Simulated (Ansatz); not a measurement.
Relaxation of BrClH$_{4}$OSi (8 atoms, charge 0, multiplicity 1), to a largest force component of 0.03 eV/Å in at most 50 steps.

Level of theory: RKS PBE0-D4/def2-SVP in Ansatz 0.2.0.

```xyz
8
Properties=species:S:1:pos:R:3
Si -0.194 0.204 0.039
Cl -0.118 0.547 2.127
H 1.219 0.120 -0.407
H -0.905 1.368 -0.538
O -1.100 -1.122 -0.311
H -0.696 -1.970 -0.082
Br 1.466 -2.715 1.091
H 1.121 -1.699 2.139
```

Problem. Where does it end, and by what steps?

Solution. The forces met the threshold. The force dipped under the threshold on the way, but the program's further checks kept it going. After 9 steps the energy has fallen by 0.114 eV; Br7 moved furthest, 0.48 Å.

| step | energy less start (eV) | largest force component (eV/Å) | accepted |
| --- | --- | --- | --- |
| 0 | 0.0000 | 1.128 | yes |
| 1 | -0.0827 | 0.281 | yes |
| 2 | -0.0917 | 0.239 | yes |
| 3 | -0.0988 | 0.163 | yes |
| 4 | -0.1062 | 0.115 | yes |
| 5 | -0.1064 | 0.150 | yes |
| 6 | -0.1091 | 0.168 | yes |
| 7 | -0.1128 | 0.069 | yes |
| 8 | -0.1138 | 0.018 | yes |
| 9 | -0.1140 | 0.024 | yes |

```xyz
8
Properties=species:S:1:pos:R:3
Si -0.213 0.290 -0.010
Cl 0.105 0.491 2.054
H 1.137 0.397 -0.628
H -1.122 1.382 -0.423
O -0.966 -1.133 -0.338
H -0.484 -1.945 -0.126
Br 1.319 -3.000 1.446
H 1.017 -1.749 2.083
```

The run took 25 s on 2 threads of AMD EPYC 7B13 (Zen 3) (shared host), peak memory 0.26 GiB.
